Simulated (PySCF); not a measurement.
C4H5Si, SMILES C1[SiH]C=CC=1 (connectivity only; charge and spin as stated), charge +1, multiplicity 1.

The structure is a stationary point at PBE0-D3(BJ)/def2-SVP. The multiplicity is an assumed one; no other spin state was optimised. The isomer is the one that the SMILES or the coordinates give; other isomers of the formula were not compared.

Computed with PBE0-D3(BJ)/def2-SVP in PySCF.

Frequencies are harmonic and unscaled.

Computed normal modes with their intensities:
| mode | ν (cm⁻¹) | IR (km/mol) | Raman (Å⁴/amu) | depolarisation | moving atoms (share of kinetic energy) |
|---|---|---|---|---|---|
| 1 | 217 | 7.5 | 0.2 | 0.75 | C 52 %, H 44 % |
| 2 | 313 | 0.0 | 0.0 | – | C 60 %, H 40 % |
| 3 | 495 | 49.4 | 7.8 | 0.47 | Si 49 %, C 45 % |
| 4 | 553 | 3.0 | 2.3 | 0.75 | H 69 %, Si 16 %, C 14 % |
| 5 | 583 | 4.4 | 0.3 | 0.75 | C 70 %, Si 25 % |
| 6 | 681 | 6.4 | 8.4 | 0.75 | H 86 %, C 14 % |
| 7 | 731 | 171.0 | 3.9 | 0.75 | H 84 %, C 12 % |
| 8 | 770 | 0.0 | 2.3 | 0.75 | H 73 %, C 27 % |
| 9 | 805 | 9.0 | 25.4 | 0.13 | C 66 %, H 24 %, Si 11 % |
| 10 | 918 | 0.2 | 17.5 | 0.15 | C 72 %, H 26 % |
| 11 | 923 | 55.6 | 1.2 | 0.75 | C 42 %, H 41 %, Si 17 % |
| 12 | 1005 | 0.3 | 0.5 | 0.75 | H 79 %, C 21 % |
| 13 | 1013 | 0.0 | 4.8 | 0.75 | H 66 %, C 34 % |
| 14 | 1098 | 19.1 | 5.1 | 0.33 | H 95 % |
| 15 | 1106 | 8.0 | 8.0 | 0.75 | H 78 %, C 21 % |
| 16 | 1278 | 5.6 | 0.1 | 0.75 | H 70 %, C 30 % |
| 17 | 1326 | 54.7 | 4.6 | 0.75 | H 62 %, C 38 % |
| 18 | 1595 | 33.0 | 40.9 | 0.13 | C 96 % |
| 19 | 1617 | 0.0 | 0.6 | 0.75 | C 87 %, H 12 % |
| 20 | 2326 | 12.1 | 192.7 | 0.22 | H 96 % |
| 21 | 3210 | 0.1 | 71.9 | 0.75 | H 91 %, C 9 % |
| 22 | 3217 | 14.2 | 164.4 | 0.23 | H 91 %, C 9 % |
| 23 | 3270 | 78.9 | 0.4 | 0.75 | H 91 %, C 9 % |
| 24 | 3272 | 1.0 | 193.9 | 0.24 | H 91 %, C 9 % |
